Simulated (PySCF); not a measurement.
Isomers of C5H5NS2, one GFN2-xTB conformer each. Single-point energies are computed at PBE0/pcSseg-1 (PySCF, gas phase, no added dispersion term), electronic only.

```json
{"SMILES": "C=Nc1ccc(S)s1", "GFN2-xTB relative energy (kcal/mol)": "0.0"}
{"SMILES": "[H]/N=C/c1ccc(S)s1", "GFN2-xTB relative energy (kcal/mol)": "5.4"}
```

Conformers: `[CH2:1]=[N:2][c:3]1[cH:4][cH:5][c:6]([SH:7])[s:8]1` with C1–N2–C3–C4 180°, C5–C6–S7–H -178°; `[H]/[N:1]=[CH:2]/[c:3]1[cH:4][cH:5][c:6]([SH:7])[s:8]1` with N1–C2–C3–C4 -179°, C5–C6–S7–H 179°.

**Question.** What does PBE0/pcSseg-1 give for the same structures?

**Answer.** 
```csv
SMILES,PBE0/pcSseg-1 E (Eh),PBE0/pcSseg-1 (kcal/mol),GFN2-xTB (kcal/mol),point group
[H]/N=C/c1ccc(S)s1,-1044.01016,0.0,5.4,Cs
C=Nc1ccc(S)s1,-1043.99512,9.4,0.0,–
```

GFN2-xTB puts C=Nc1ccc(S)s1 lowest instead. As drawn, the lower has an N–H bond, which the higher lacks.

**Question.** Which frontier levels, dipoles and rotational constants go with these structures?

**Answer.** 
```
            SMILES  HOMO (eV, PBE0/pcSseg-1)  LUMO (eV)  dipole (D)       A, B, C (MHz)
[H]/N=C/c1ccc(S)s1                     -6.22      -1.56        1.57  4097, 886.9, 729.1
     C=Nc1ccc(S)s1                     -6.09      -1.76        1.28  4205, 890.3, 734.7
```
